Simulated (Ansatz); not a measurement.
Job for Ansatz (an electronic-structure program): U-wB97X-V/def2-TZVPP on H (SMILES [H]).

Ansatz 0.2 input:
```yaml
crystal:
  periodic: [false, false, false]
  atoms:
    - {symbol: H, position_ang: [0.00000000, 0.00000000, 0.00000000]}
basis:
  gaussian:
    orbitals: def2-TZVPP
hamiltonian:
  xc: {name: wB97X-V}
magnetization: {spin_polarized: true, initial_magnetization: 1}
```

Program output:

```
WARN ansatz: RAYON_NUM_THREADS=1 ignored (pool sized by the plan → 1); use --threads N
Functional definition: wB97X-V
integrals: 0.00 GiB planned
59 factors; their error is unknown
integrals: 0.03 GiB planned
21 factors; integrals over basis functions are off by at most 3.8e-5 eV
mean field: 0.05 GiB planned
mean field evaluation 1: about -13.5981 eV, gradient 1.1e0 eV
mean field evaluation 2: about -13.6148 eV, gradient 2.7e-1 eV
mean field evaluation 4: about -13.6192 eV, gradient 1.7e-2 eV
mean field evaluation 8: about -13.6191 eV, gradient 8.8e-5 eV
mean field -13.61913181 eV, -0.5004938627 hartree, gradient 8.8e-5 eV, S^2 0.750000; 0 other end points of the search recorded, 0 dependent functions left out
reference -13.61913331 eV, -0.5004939179 hartree; 1, 0 occupied and 13, 14 virtual orbitals, 59 factors
Total energy: -13.61913331 eV, -0.5004939179 hartree
```

The calculation finished and met its thresholds.

Cost: about 0.26 core-seconds (a rough figure).
